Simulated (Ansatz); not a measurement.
The Ga1–H2 bond of ClFGaH (SMILES [F][GaH][Cl]) is stretched (multiplicity 1, the rest rigid).
Geometry at rest (charge 0, multiplicity 1):
| atom | x (Å) | y (Å) | z (Å) |
|---|---|---|---|
| Ga | -0.4204 | 0.0949 | -0.3452 |
| H | -1.6104 | -0.4186 | -1.1800 |
| F | -0.0046 | 1.7996 | -0.3318 |
| Cl | 0.8637 | -1.1012 | 0.8746 |

Cores are frozen in the correlated methods. Filled d and f shells under p-block atoms count as core.

Codes used: Ansatz (an electronic-structure program) with Gaussian orbitals. Each number belongs to the level named beside it.

FIC-MRCISD+Q on CASSCF(2,2)/def2-TZVPP, total energies (hartree):

```csv
R (Å),CASSCF,MRCISD,weight c² of the reference
1.542,-2482.943642,-2483.414406,0.89296
2.698,-2482.856980,-2483.319367,0.89393
4.933,-2482.826210,-2483.285438,0.89503
```

Task: Add the Davidson correction (E_MRCISD − E_CASSCF)(1 − c²)/c² and give the energies above the first point at the three levels.

Result: 
Corrections (hartree): -0.056430, -0.054864, -0.053861. Above the first point (kcal/mol):
- R = 2.698 Å: CASSCF 54.4, MRCISD 59.6, with the correction 60.6
- R = 4.933 Å: CASSCF 73.7, MRCISD 80.9, with the correction 82.5
